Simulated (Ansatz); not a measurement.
Computed with Ansatz.

A structure relaxed at PBE0-D4/def2-TZVP, charge 0, multiplicity 1:

Cartesian coordinates in Å:
```
O -1.226 2.188 0.924
Si -1.182 1.485 -0.571
Sn 0.798 -0.145 -0.802
Si 0.659 -2.072 0.882
H -0.474 2.721 1.186
H -1.110 2.512 -1.651
H -2.466 0.752 -0.699
H 2.265 0.705 -0.547
H 0.864 -0.775 -2.392
H -0.610 -2.823 0.687
H 0.683 -1.533 2.267
H 1.799 -3.013 0.717
```

Problem. Give its formula and SMILES.

Solution. H8OSi2Sn, `O[SiH2][SnH2][SiH3]`.

Problem. Summarise the bond lengths by kind.

Solution. 1 × O–Si 1.654 Å; 1 × H–O 0.958 Å; 2 × Si–Sn 2.563 to 2.575 Å; 5 × H–Si 1.484 to 1.492 Å; 2 × H–Sn 1.712 to 1.715 Å.
